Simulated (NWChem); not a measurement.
System: SnSiH₃Cl, singlet; SMILES [SiH3][Sn][Cl]

NWChem input:

```
start job
memory heap 200 mb stack 900 mb global 1100 mb
geometry units angstroms noautoz
  Sn     0.740341    -0.106457    -0.089551
  Cl    -1.188913    -1.524386     0.114760
  Si    -0.860749     2.037205    -0.015368
  H     -1.630055     2.036457     1.271016
  H     -1.842506     1.963396    -1.145447
  H     -0.138342     3.347964    -0.118270
end
basis spherical
  * library def2-svpd
end
ecp
  Sn library def2-ecp
end
dft
  xc pbe0
  iterations 150
end
tddft
  cis
  nroots 6
  notriplet
end
task tddft energy
```

Excerpt of the output:

```
             Northwest Computational Chemistry Package (NWChem) 7.3.0
             --------------------------------------------------------

 C1  symmetry detected

                             Geometry "geometry" -> ""
                             -------------------------

 Output coordinates in angstroms (scale by  1.889725989 to convert to a.u.)

  No.       Tag          Charge          X              Y              Z
 ---- ---------------- ---------- -------------- -------------- --------------
    1 Sn                  50.0000     0.72507498    -0.17818279    -0.00001642
    2 Cl                  17.0000    -1.24628245    -1.55224121    -0.00000520
    3 Si                  14.0000    -0.82740181     2.00220592    -0.00004462
    4 H                    1.0000    -1.70322525     1.98656249     1.21622207
    5 H                    1.0000    -1.71083115     1.98307604    -1.21064768
    6 H                    1.0000    -0.06926550     3.29671866    -0.00404029

 Effective nuclear repulsion energy (a.u.)     405.4807708858

                                 NWChem DFT Module
                                 -----------------

 Summary of "ao basis" -> "ao basis" (spherical)
 ------------------------------------------------------------------------------
       Tag                 Description            Shells   Functions and Types
 ---------------- ------------------------------  ------  ---------------------
 Sn                        def2-svpd                12       32   5s4p3d
 Cl                        def2-svpd                11       27   5s4p2d
 Si                        def2-svpd                10       24   5s3p2d
 H                         def2-svpd                 4        8   2s2p

            General Information
            -------------------
          SCF calculation type: DFT
          Wavefunction type:  closed shell.
          No. of atoms     :     6
          No. of electrons :    56
           Alpha electrons :    28
            Beta electrons :    28
          Charge           :     0
          Spin multiplicity:     1
          Use of symmetry is: off; symmetry adaption is: off
          Maximum number of iterations: 150
          AO basis - number of functions:   107
                     number of shells:    45
          Convergence on energy requested:  1.00D-06
          Convergence on density requested:  1.00D-05
          Convergence on gradient requested:  5.00D-04

              XC Information
              --------------
                         PBE0 Method XC Functional
                     Hartree-Fock (Exact) Exchange  0.250
          PerdewBurkeErnzerhof Exchange Functional  0.750
            Perdew 1991 LDA Correlation Functional  1.000 local
           PerdewBurkeErnz. Correlation Functional  1.000 non-local

             Grid Information
             ----------------
          Grid used for XC integration:  medium
          Radial quadrature: Mura-Knowles
          Angular quadrature: Lebedev.
          Tag              B.-S. Rad. Rad. Pts. Rad. Cut. Ang. Pts.
          ---              ---------- --------- --------- ---------
          Sn                  1.45      123          12.0       590
          Cl                  1.00       88          13.0       590
          Si                  1.10       88          13.0       590
          H                   0.35       45          14.0       434
          Grid pruning is: on
          Number of quadrature shells:   434
          Spatial weights used:  Erf1

      Superposition of Atomic Density Guess
      -------------------------------------

 Sum of atomic energies:        -998.65901440

      Non-variational initial energy
      ------------------------------

 Total energy =    -963.206006
 1-e energy   =   -1832.663996
 2-e energy   =     658.988526
 HOMO         =      -0.201669
 LUMO         =      -0.071822

   convergence    iter        energy       DeltaE   RMS-Dens  Diis-err
 ---------------- ----- ----------------- --------- --------- ---------
 d= 0,ls=0.0,diis     1   -965.2841278036 -1.18D+03  1.44D-02  2.79D-01
 d= 0,ls=0.0,diis     2   -965.2466972601  3.74D-02  7.09D-03  4.78D-01
 d= 0,ls=0.0,diis     3   -965.3325546118 -8.59D-02  1.33D-03  1.54D-02
 d= 0,ls=0.0,diis     4   -965.3348092589 -2.25D-03  4.19D-04  1.06D-03
 d= 0,ls=0.0,diis     5   -965.3349838627 -1.75D-04  9.29D-05  4.52D-05
  Resetting Diis
 d= 0,ls=0.0,diis     6   -965.3349914698 -7.61D-06  2.46D-05  2.00D-06
 d= 0,ls=0.0,diis     7   -965.3349919037 -4.34D-07  1.04D-05  1.75D-07
 d= 0,ls=0.0,diis     8   -965.3349919119 -8.28D-09  5.50D-06  1.58D-07

         Total DFT energy =     -965.334991911941
      One electron energy =    -1834.526066946692
           Coulomb energy =      726.748772888813
    Exchange-Corr. energy =      -68.027162165945
 Nuclear repulsion energy =      210.469464311883

 Numeric. integr. density =       55.999998112160

                       DFT Final Molecular Orbital Analysis
                       ------------------------------------

 Vector   26  Occ=2.000000D+00  E=-3.317701D-01
              MO Center= -1.2D+00, -1.3D+00,  3.1D-04, r^2= 2.1D+00
   Bfn.  Coefficient  Atom+Function         Bfn.  Coefficient  Atom+Function
  ----- ------------  ---------------      ----- ------------  ---------------
    46      0.583527  2 Cl pz                43      0.444971  2 Cl pz
    40      0.258474  2 Cl pz                14      0.111673  1 Sn pz
    49      0.092886  2 Cl pz                73     -0.083051  3 Si pz
    84     -0.082427  4 H  s                 92      0.081835  5 H  s
    70     -0.069633  3 Si pz                67      0.039549  3 Si pz

 Vector   27  Occ=2.000000D+00  E=-3.277383D-01
              MO Center= -7.9D-01, -8.3D-01, -7.1D-04, r^2= 4.2D+00
   Bfn.  Coefficient  Atom+Function         Bfn.  Coefficient  Atom+Function
  ----- ------------  ---------------      ----- ------------  ---------------
    45      0.533571  2 Cl py                42      0.406138  2 Cl py
    39      0.235843  2 Cl py                 3     -0.233666  1 Sn s
     4     -0.163199  1 Sn s                 12     -0.160159  1 Sn px
   100      0.141929  6 H  s                  2      0.093020  1 Sn s
    48      0.087563  2 Cl py                71      0.087925  3 Si px

 Vector   28  Occ=2.000000D+00  E=-2.407991D-01
              MO Center=  1.5D-01,  3.5D-01, -1.7D-05, r^2= 4.7D+00
   Bfn.  Coefficient  Atom+Function         Bfn.  Coefficient  Atom+Function
  ----- ------------  ---------------      ----- ------------  ---------------
    63      0.344854  3 Si s                  3     -0.291869  1 Sn s
    12     -0.291509  1 Sn px                13      0.259665  1 Sn py
     4     -0.245457  1 Sn s                 72     -0.241293  3 Si py
    71      0.206936  3 Si px                69     -0.201166  3 Si py
    44      0.196724  2 Cl px                15     -0.167015  1 Sn px

 Vector   29  Occ=0.000000D+00  E=-1.222449D-01
              MO Center=  5.9D-01, -5.9D-02, -1.3D-04, r^2= 3.8D+00
   Bfn.  Coefficient  Atom+Function         Bfn.  Coefficient  Atom+Function
  ----- ------------  ---------------      ----- ------------  ---------------
    14      0.546407  1 Sn pz                17      0.528732  1 Sn pz
    46     -0.197319  2 Cl pz                11     -0.171870  1 Sn pz
     8     -0.160729  1 Sn pz                43     -0.133091  2 Cl pz
    85     -0.103559  4 H  s                 93      0.103312  5 H  s
    73      0.081387  3 Si pz                40     -0.075210  2 Cl pz

 Vector   30  Occ=0.000000D+00  E=-4.353457D-02
              MO Center=  6.4D-01,  5.1D-02,  2.9D-04, r^2= 5.8D+00
   Bfn.  Coefficient  Atom+Function         Bfn.  Coefficient  Atom+Function
  ----- ------------  ---------------      ----- ------------  ---------------
    16      0.354263  1 Sn py                 5      0.337333  1 Sn s
    13      0.327207  1 Sn py                37     -0.322925  2 Cl s
    15      0.312287  1 Sn px                36      0.307045  2 Cl s
    12      0.295676  1 Sn px                 4     -0.277251  1 Sn s
    44      0.277700  2 Cl px                63     -0.220047  3 Si s

[...]

                                NWChem TDDFT Module
                                -------------------

            General Information
            -------------------
           No. of orbitals :     214
            Alpha orbitals :     107
             Beta orbitals :     107
        Alpha frozen cores :       0
         Beta frozen cores :       0
     Alpha frozen virtuals :       0
      Beta frozen virtuals :       0
         Spin multiplicity :       1
    Number of AO functions :     107
        Use of symmetry is : off
      Symmetry adaption is : off
         Schwarz screening :  0.10D-07

              XC Information
              --------------
                  PBE0 Method XC Functional
              Hartree-Fock (Exact) Exchange   0.25
   PerdewBurkeErnzerhof Exchange Functional   0.75
     Perdew 1991 LDA Correlation Functional   1.00 local
    PerdewBurkeErnz. Correlation Functional   1.00 non-local

             TDDFT Information
             -----------------
          Calculation type : Tamm-Dancoff TDDFT
         Wavefunction type : Restricted singlets
          No. of electrons :      56
           Alpha electrons :      28
            Beta electrons :      28
              No. of roots :       6
          Max subspacesize :    5200
            Max iterations :     100
               Target root :       1
           Target symmetry : none
      Symmetry restriction : off
                 Algorithm : Optimal
        Davidson threshold :  0.10D-03

    6 smallest eigenvalue differences (eV)
--------------------------------------------------------
  No. Spin  Occ  Vir  Irrep   E(Occ)    E(Vir)   E(Diff)
--------------------------------------------------------
    1    1   28   29 a        -0.241    -0.122     3.226
    2    1   28   30 a        -0.241    -0.044     5.368
    3    1   27   29 a        -0.328    -0.122     5.592
    4    1   26   29 a        -0.332    -0.122     5.701
    5    1   25   29 a        -0.341    -0.122     5.952
    6    1   28   31 a        -0.241    -0.007     6.350
--------------------------------------------------------

  Entering Davidson iterations
  Restricted singlet excited states

  Iter   NTrls   NConv    DeltaV     DeltaE      Time
  ----  ------  ------  ---------  ---------  ---------
    1      6       0     0.11E+00   0.10+100       28.2
    2     12       0     0.30E-01   0.28E-01       29.5
    3     18       0     0.14E-01   0.24E-02       27.1
    4     24       1     0.19E-01   0.81E-03       28.4
    5     29       4     0.46E-02   0.10E-02       27.4
    6     31       5     0.12E-02   0.42E-04       21.1
    7     32       5     0.26E-03   0.16E-05       19.3
    8     33       5     0.10E-03   0.13E-06       19.7
    9     34       6     0.82E-04   0.16E-07       19.8
  ----  ------  ------  ---------  ---------  ---------
  Convergence criterion met

  Ground state a        -965.334991911941 a.u.

  ----------------------------------------------------------------------------
  Root   1 singlet a              0.074922053 a.u.                2.0387 eV
  ----------------------------------------------------------------------------
     Transition Moments    X -0.00000   Y -0.00009   Z -0.29092
     Dipole Oscillator Strength                    0.0042272272
     Electric Quadrupole                           0.0000000209
     Magnetic Dipole                               0.0000008656
     Total Oscillator Strength                     0.0042281137

     Occ.   28  a   ---  Virt.   29  a       -0.99594
  ----------------------------------------------------------------------------
  Root   2 singlet a              0.155585459 a.u.                4.2337 eV
  ----------------------------------------------------------------------------
     Transition Moments    X  0.21765   Y  0.25736   Z -0.00023
     Dipole Oscillator Strength                    0.0117833338
     Electric Quadrupole                           0.0000000745
     Magnetic Dipole                               0.0000014298
     Total Oscillator Strength                     0.0117848380

     Occ.   26  a   ---  Virt.   29  a        0.12508
     Occ.   28  a   ---  Virt.   30  a        0.98065
     Occ.   28  a   ---  Virt.   31  a        0.09950
  ----------------------------------------------------------------------------
  Root   3 singlet a              0.160320408 a.u.                4.3625 eV
  ----------------------------------------------------------------------------
     Transition Moments    X  0.00012   Y -0.00022   Z -0.18982
     Dipole Oscillator Strength                    0.0038510884
     Electric Quadrupole                           0.0000000453
     Magnetic Dipole                               0.0000002292
     Total Oscillator Strength                     0.0038513629

     Occ.   23  a   ---  Virt.   29  a        0.07063
     Occ.   25  a   ---  Virt.   29  a        0.23550
     Occ.   27  a   ---  Virt.   29  a       -0.96552
  ----------------------------------------------------------------------------
  Root   4 singlet a              0.173876468 a.u.                4.7314 eV
  ----------------------------------------------------------------------------
     Transition Moments    X  0.00028   Y -0.00015   Z -0.32805
     Dipole Oscillator Strength                    0.0124749292
     Electric Quadrupole                           0.0000000886
     Magnetic Dipole                               0.0000015095
     Total Oscillator Strength                     0.0124765273

     Occ.   22  a   ---  Virt.   29  a       -0.08452
     Occ.   25  a   ---  Virt.   29  a       -0.96191
     Occ.   27  a   ---  Virt.   29  a       -0.22814
     Occ.   28  a   ---  Virt.   33  a        0.07378
  ----------------------------------------------------------------------------
  Root   5 singlet a              0.177085174 a.u.                4.8187 eV
  ----------------------------------------------------------------------------
     Transition Moments    X  0.30656   Y  0.38910   Z  0.00021
     Dipole Oscillator Strength                    0.0289687247
     Electric Quadrupole                           0.0000001699
     Magnetic Dipole                               0.0000000543
     Total Oscillator Strength                     0.0289689488

     Occ.   25  a   ---  Virt.   30  a       -0.16985
     Occ.   26  a   ---  Virt.   29  a       -0.95858
     Occ.   27  a   ---  Virt.   30  a       -0.13362
     Occ.   27  a   ---  Virt.   31  a       -0.05186
     Occ.   28  a   ---  Virt.   30  a        0.10859
  ----------------------------------------------------------------------------
  Root   6 singlet a              0.199655781 a.u.                5.4329 eV
  ----------------------------------------------------------------------------
     Transition Moments    X  0.00171   Y -0.00203   Z  0.19740
     Dipole Oscillator Strength                    0.0051875777
     Electric Quadrupole                           0.0000000301
     Magnetic Dipole                               0.0000002794
     Total Oscillator Strength                     0.0051878872

     Occ.   23  a   ---  Virt.   29  a       -0.98948
     Occ.   27  a   ---  Virt.   29  a       -0.06926
     Occ.   28  a   ---  Virt.   33  a       -0.09328

              Target root =      1
          Target symmetry = none
      Ground state energy =   -965.334991911941
        Excitation energy =      0.074922053197
     Excited state energy =   -965.260069858745

  stored tddft:energy   -965.26006985874471
```

Level: PBE0/def2-SVPD with def2 effective core potentials on Sn, TDA. Low-valent species are run as closed-shell singlets; no triplet was tried in these runs. All runs use the structure optimised with PBE0/def2-SVP. Not confirmed as a minimum by frequencies. def2 effective core potentials on Sn; no spin-orbit coupling.
